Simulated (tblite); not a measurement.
Compound: C₂H₈Cl₂PSi₂ (doublet state).
Structure used (GFN2-xTB), in Å, numbered top down from 1:
```xyz
15
C2H8Cl2PSi2 angstrom
Si     2.2978    0.4539    0.8203
P      1.2453    0.4017   -1.1579
Si    -0.4056   -1.1418   -0.9186
Cl     0.3121   -2.9267   -0.2827
C     -1.6033   -0.4765    0.3091
C     -2.2779    0.7913    0.0757
Cl    -1.0703    2.1801    0.2965
H      3.6490    0.9345    0.5299
H      1.5762    1.3846    1.6818
H      2.3630   -0.8705    1.4429
H      2.1433   -0.4882   -1.7273
H     -0.9578   -1.3319   -2.2610
H     -1.5846   -0.8246    1.3326
H     -3.0728    1.0058    0.7861
H     -2.6189    0.9162   -0.9493
```

Method: GFN2-xTB as coded in tblite; computed harmonic values from a numerical Hessian at the method's own geometry, unscaled. The method is semi-empirical: single wavenumbers can be off by several per cent or more. Modes of hydrogen on phosphorus and silicon can be 10 to 20 % off. One conformer, not necessarily the lowest. Open shells enter through the occupations alone, without spin polarisation, and single modes of such species can be off by tens of per cent.

Harmonic wavenumbers (cm⁻¹): 25.8, 47.3, 62.1, 74.0, 81.2, 108.0, 123.2, 177.8, 239.1, 340.7, 379.9, 474.3, 475.9, 489.7, 494.1, 517.0, 572.9, 600.2, 626.1, 639.9, 738.5, 753.2, 761.1, 768.6, 777.9, 928.3, 1085.7, 1135.1, 1195.2, 1275.4, 1436.5, 2219.6, 2242.0, 2259.5, 2288.6, 2306.6, 2995.4, 3003.7, 3056.0.

A = 1130, B = 776.2, C = 548.3 MHz; mass 188.928 u (most abundant isotopes); point group C1, symmetry number 1; spin multiplicity 2.

What is the zero-point energy?

Half the sum of the wavenumbers: 18888 cm⁻¹ = 54.00 kcal/mol.

What is S at 298.15 K and 1 bar for an ideal gas of classical rigid rotors and harmonic oscillators?

Translation 41.64, rotation 30.88, vibration 42.83, spin (R ln 2) 1.38: S = 116.7 cal/(mol K).

And Cp and H(298.15 K) − H(0)?

Cp = 43.94 cal/(mol K), of which vibrations give 35.99 (their classical limit is 39 R = 77.5); H(298.15 K) − H(0) = 8.44 kcal/mol without the zero-point energy, 6.07 from vibrations.

What must be added to the electronic energy to get the Gibbs energy at 298.15 K and 1 bar?

ZPE + [H(298.15 K) − H(0)] − T·S = 54.00 + 8.44 − 34.80 = 27.64 kcal/mol.

Which modes carry the vibrational entropy at 298.15 K?

25.8 cm⁻¹: 6.13; 47.3 cm⁻¹: 4.93; 62.1 cm⁻¹: 4.39; 74.0 cm⁻¹: 4.04; 81.2 cm⁻¹: 3.86; 108.0 cm⁻¹: 3.30 cal/(mol K); the other 33 give 16.17 together.

How do the functions run with temperature in this model?

```
T (K)  S (cal/(mol K))  Cp (cal/(mol K))  H − H(0) (kcal/mol)  G − H(0) (kcal/mol)  ln q(vib)
  150             92.0              28.9                 2.99               -10.82       5.86
  250            109.4              39.6                 6.42               -20.92       9.62
  400            130.7              51.2                13.30               -38.98      14.68
  600            153.4              60.5                24.55               -67.48      20.61
  900            179.7              69.0                44.08              -117.61      28.15
```

q(vib) and H(0) count from the zero-point level.

Hindered rotation and anharmonicity are outside this model. Other conformers, if any are populated, would add a mixing term that is left out. The structure is chiral; the term R ln 2 for an equal mix with its mirror image is left out.
